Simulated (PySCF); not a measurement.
Stepwise substitution at one centre (Sn Cl-H). All species are isolated molecules in the gas phase. Strings in code marks are SMILES.

The LUMO from two functionals at the same geometries (B3LYP-D3(BJ)/def2-TZVP), both in PySCF: PBE-D3(BJ)/def2-TZVP and B3LYP-D3(BJ)/def2-TZVP. B3LYP has the VWN-RPA correlation part, as in Gaussian. 

```
species                                               PBE-D3(BJ)/def2-TZVP (eV)
----------------------------------------------------  -------------------------
0 of 4 Cl replaced by H (`[Cl][Sn]([Cl])([Cl])[Cl]`)                      -4.29
1 of 4 Cl replaced by H (`[Cl][SnH]([Cl])[Cl]`)                           -3.38
2 of 4 Cl replaced by H (`[Cl][SnH2][Cl]`)                                -2.45
3 of 4 Cl replaced by H (`[SnH3][Cl]`)                                    -1.79
```

Task: What does B3LYP-D3(BJ)/def2-TZVP give for each?

Result: 
- 0 of 4 Cl replaced by H (`[Cl][Sn]([Cl])([Cl])[Cl]`): -3.71
- 1 of 4 Cl replaced by H (`[Cl][SnH]([Cl])[Cl]`): -2.77
- 2 of 4 Cl replaced by H (`[Cl][SnH2][Cl]`): -1.84
- 3 of 4 Cl replaced by H (`[SnH3][Cl]`): -1.23
Over these rows, drawn at random from the members with no instability flagged (it was tested for open shells, ions and some series alone), PBE minus B3LYP-D3(BJ): mean -0.59 eV, from -0.61 eV to -0.56 eV.
